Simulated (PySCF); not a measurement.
SMILES CC(C)(C)[SiH2][SiH2]C=O, GFN2-xTB optimised geometry.

```
22

C      0.39    -0.84     1.27
C      0.88    -0.14     0.00
C      2.41    -0.14     0.00
C      0.39     1.30     0.00
Si     0.23    -1.07    -1.56
Si    -2.09    -1.08    -1.56
C     -2.55    -1.99    -3.18
O     -1.71    -2.44    -3.93
H      0.77    -0.33     2.16
H     -0.70    -0.83     1.32
H      0.72    -1.87     1.30
H      2.80    -1.16     0.01
H      2.79     0.38     0.88
H      2.80     0.35    -0.89
H      0.73     1.83    -0.89
H      0.77     1.84     0.87
H     -0.70     1.34     0.03
H      0.80    -2.43    -1.53
H      0.79    -0.39    -2.74
H     -2.81     0.19    -1.65
H     -2.80    -1.84    -0.52
H     -3.63    -2.11    -3.45
```

Density from B3LYP/def2-SVP (PySCF 2.14.0) at that geometry.

Minimum of the electron density along straight lines between bonded atoms, close to the bond critical point (lines longer than 1.1 times the sum of covalent radii, or with two minima, are not listed):

```json
[
 {"bond": "C1–C2", "length / Å": "1.528", "ρ at the minimum / e bohr⁻³": "0.243", "∇²ρ there / e bohr⁻⁵": "-0.55", "position (fraction from the first atom)": "0.51"},
 {"bond": "C2–C3", "length / Å": "1.527", "ρ at the minimum / e bohr⁻³": "0.243", "∇²ρ there / e bohr⁻⁵": "-0.55", "position (fraction from the first atom)": "0.50"},
 {"bond": "C2–C4", "length / Å": "1.528", "ρ at the minimum / e bohr⁻³": "0.243", "∇²ρ there / e bohr⁻⁵": "-0.55", "position (fraction from the first atom)": "0.50"},
 {"bond": "C2–Si5", "length / Å": "1.926", "ρ at the minimum / e bohr⁻³": "0.111", "∇²ρ there / e bohr⁻⁵": "0.27", "position (fraction from the first atom)": "0.62"},
 {"bond": "Si6–C7", "length / Å": "1.916", "ρ at the minimum / e bohr⁻³": "0.110", "∇²ρ there / e bohr⁻⁵": "0.31", "position (fraction from the first atom)": "0.38"},
 {"bond": "C7–O8", "length / Å": "1.207", "ρ at the minimum / e bohr⁻³": "(withheld)", "∇²ρ there / e bohr⁻⁵": "0.51", "position (fraction from the first atom)": "0.33"},
 {"bond": "C1–H9", "length / Å": "1.090", "ρ at the minimum / e bohr⁻³": "0.275", "∇²ρ there / e bohr⁻⁵": "-1.00", "position (fraction from the first atom)": "0.62"},
 {"bond": "C1–H10", "length / Å": "1.089", "ρ at the minimum / e bohr⁻³": "0.276", "∇²ρ there / e bohr⁻⁵": "-1.00", "position (fraction from the first atom)": "0.62"},
 {"bond": "C1–H11", "length / Å": "1.088", "ρ at the minimum / e bohr⁻³": "0.277", "∇²ρ there / e bohr⁻⁵": "-1.01", "position (fraction from the first atom)": "0.62"},
 {"bond": "C3–H12", "length / Å": "1.088", "ρ at the minimum / e bohr⁻³": "0.278", "∇²ρ there / e bohr⁻⁵": "-1.02", "position (fraction from the first atom)": "0.62"},
 {"bond": "C3–H13", "length / Å": "1.090", "ρ at the minimum / e bohr⁻³": "0.275", "∇²ρ there / e bohr⁻⁵": "-1.00", "position (fraction from the first atom)": "0.62"},
 {"bond": "C3–H14", "length / Å": "1.088", "ρ at the minimum / e bohr⁻³": "0.278", "∇²ρ there / e bohr⁻⁵": "-1.02", "position (fraction from the first atom)": "0.62"},
 {"bond": "C4–H15", "length / Å": "1.088", "ρ at the minimum / e bohr⁻³": "0.277", "∇²ρ there / e bohr⁻⁵": "-1.01", "position (fraction from the first atom)": "0.62"},
 {"bond": "C4–H16", "length / Å": "1.090", "ρ at the minimum / e bohr⁻³": "0.275", "∇²ρ there / e bohr⁻⁵": "-1.00", "position (fraction from the first atom)": "0.62"},
 {"bond": "C4–H17", "length / Å": "1.089", "ρ at the minimum / e bohr⁻³": "0.276", "∇²ρ there / e bohr⁻⁵": "-1.00", "position (fraction from the first atom)": "0.62"},
 {"bond": "Si5–H18", "length / Å": "1.472", "ρ at the minimum / e bohr⁻³": "0.115", "∇²ρ there / e bohr⁻⁵": "0.33", "position (fraction from the first atom)": "0.49"},
 {"bond": "Si5–H19", "length / Å": "1.472", "ρ at the minimum / e bohr⁻³": "0.115", "∇²ρ there / e bohr⁻⁵": "0.33", "position (fraction from the first atom)": "0.49"},
 {"bond": "Si6–H20", "length / Å": "1.471", "ρ at the minimum / e bohr⁻³": "0.114", "∇²ρ there / e bohr⁻⁵": "0.32", "position (fraction from the first atom)": "0.49"},
 {"bond": "Si6–H21", "length / Å": "1.471", "ρ at the minimum / e bohr⁻³": "0.114", "∇²ρ there / e bohr⁻⁵": "0.32", "position (fraction from the first atom)": "0.49"},
 {"bond": "C7–H22", "length / Å": "1.111", "ρ at the minimum / e bohr⁻³": "0.272", "∇²ρ there / e bohr⁻⁵": "-1.00", "position (fraction from the first atom)": "0.63"}
]
```

Q: Complete the blanks.

A: 
- C7–O8, ρ at the minimum / e bohr⁻³: 0.408
